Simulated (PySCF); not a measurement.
## Static response to an electric field

Species: C₉H₈O.
Cartesian coordinates in Å at the PBE0-D3(BJ)/def2-SVP level; atoms count from 1:
```
atom  x, y, z in Å
C1     2.3302   -2.0249   -0.3307
C2     2.0134   -0.8022   -0.7747
C3     0.7946   -0.0717   -0.4382
C4     0.5192    1.2205   -0.9544
C5    -0.6350    1.9411   -0.6472
C6    -1.6318    1.4312    0.2135
O7    -2.7220    2.1762    0.4749
C8    -1.3497    0.1684    0.6992
C9    -0.2267   -0.5092    0.3930
C10   -1.1675   -1.1781    1.3336
H11    3.2625   -2.5129   -0.6228
H12    1.6635   -2.5755    0.3396
H13    2.7046   -0.2823   -1.4476
H14    1.2494    1.6785   -1.6281
H15   -0.7878    2.9341   -1.0756
H16   -3.2936    1.6856    1.0748
H17   -0.9122   -1.2411    2.4026
H18   -1.7756   -2.0271    0.9863
```

Level: wB97X-D/def2-SVPD (PySCF), static field, nuclei fixed, core orbitals frozen in the response. The polarisability tensor in these axes (au):

```
x   126.23 -30.11 -21.34
y   -30.11 128.17 -15.92
z   -21.34 -15.92  84.96
```

Q: Diagonalise the tensor; give its mean and Δα, where Δα² is half the sum of the squared differences of the eigenvalues.

A: Principal values 63.85, 117.99 and 157.52 au; mean 113.12 au = 16.76 Å³ = 18.65 × 10⁻⁴⁰ C²·m²/J; Δα = 81.45 au (72 % of the mean).

Q: What is the dipole moment, and where does it point?

A: (-0.64, -0.83, 0.86) D, 1.35 D in size, pointing from the negative to the positive side. Measured along this direction, the outermost atoms are H14 at the negative end and H17 and H18 at the positive end.

Q: What depolarisation ratio follows for Rayleigh scattering of linearly polarised light, taking the static tensor?

A: ρ = 3Δα²/(45ᾱ² + 4Δα²) = 19899.9/(575830 + 26533.2) = 0.033.

Q: Find the Langevin capture rate constant for NH4+ (18.034 u) meeting this molecule (132.058 u), k = 2.342 × 10⁻⁹ cm³/s × √(α in Å³ / reduced mass in u).

A: The reduced mass is 15.87 u, so k = 2.41 × 10⁻⁹ cm³/s. The formula leaves out the permanent dipole, which adds to the capture rate.

Q: Refractivity n − 1 of an ideal gas of it at 350 K and 1 atm, from the electronic α?

A: N = p/kT = 2.0968 × 10¹⁹ cm⁻³, so n − 1 = 2π × N × 16.76 × 10⁻²⁴ cm³ = 2208 × 10⁻⁶ at long wavelengths.

Q: In TDDFT the mean static polarisability is Σ f/ω² over all singlet excitations (ω in hartree). How much of it do the 6 lowest give? Their energies (eV) and oscillator strengths: 4.86, 0.0956; 5.03, 0.3679; 6.00, 0.3172; 6.05, 0.0550; 6.18, 0.1747; 6.47, 0.0006.

A: They add up to 24.78 au, 21.9 % of the 113.12 au; the largest single term is 10.76 au, from the state at 5.03 eV. Terms in order: 3.00, 10.76, 6.52, 1.11, 3.39, 0.01 au. Higher excitations give the rest. The strengths listed sum to 1.011.

One conformer (not necessarily the lowest) at the PBE0-D3(BJ)/def2-SVP geometry, without solvent, vibrations or thermal averaging.
